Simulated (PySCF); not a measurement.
## Finite-field polarisability of Ca (calcium, neutral)

[Ar] 4s2, closed-shell 1S. Calculation: PySCF 2.14, in aug-cc-pwCVTZ-X2C; scalar relativity by spin-free X2C-1e. Frozen: [Ne]. Energy changes in a uniform field (μhartree):

| axis | F (au) | HF | MP2 | CCSD | CCSD(T) |
| --- | --- | --- | --- | --- | --- |
| x | 0.001 | -91.438 | -71.131 | -80.299 | -79.060 |
| x | 0.002 | -366.146 | -284.743 | -321.417 | -316.448 |

(1) Derive α along x at CCSD(T) from the two fields.

(2) And the mean polarisability at each level?

## Answers

(1) With ΔE = −αF²/2 − γF⁴/24, α = −(16 ΔE(F) − ΔE(2F))/(6F²) = 158.1 bohr³.

(2) HF 182.8, MP2 142.2, CCSD 160.6, CCSD(T) 158.1 bohr³. Reference: 160.8 ± 4 bohr³ (recommended; Schwerdtfeger and Nagle, table of static dipole polarizabilities (2023 update)).
